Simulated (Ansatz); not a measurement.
`NB[Se][SiH3]`. The species carries charge 0 and has multiplicity 1. Correlated methods include outer-core shells of Se, which these sets cover unevenly. Scalar relativity is left out up to krypton.

| atom | x (Å) | y (Å) | z (Å) |
| --- | --- | --- | --- |
| N1 | 1.570 | 0.480 | -0.048 |
| B2 | 0.904 | 0.347 | -1.257 |
| Se3 | -0.941 | -0.285 | -1.480 |
| Si4 | -1.568 | -0.505 | 0.691 |
| H5 | 2.522 | 0.804 | -0.008 |
| H6 | 1.192 | 0.234 | 0.851 |
| H7 | 1.461 | 0.622 | -2.276 |
| H8 | -1.780 | 0.816 | 1.339 |
| H9 | -0.528 | -1.232 | 1.472 |
| H10 | -2.832 | -1.280 | 0.715 |

**Question.** Give the diagnostics of a CCSD(T)/def2-TZVPP run (frozen core, the Gaussian-basis code of Ansatz). (Estimate.)

**Answer.** Ansatz gave: T1 = 0.0114, largest single amplitude 0.031, largest double 0.027, (T) share of the correlation energy 3.7 %, 9 CCSD cycles. The RHF solution is stable towards an unrestricted one. T1 lies under the customary mark of 0.02 for closed shells.
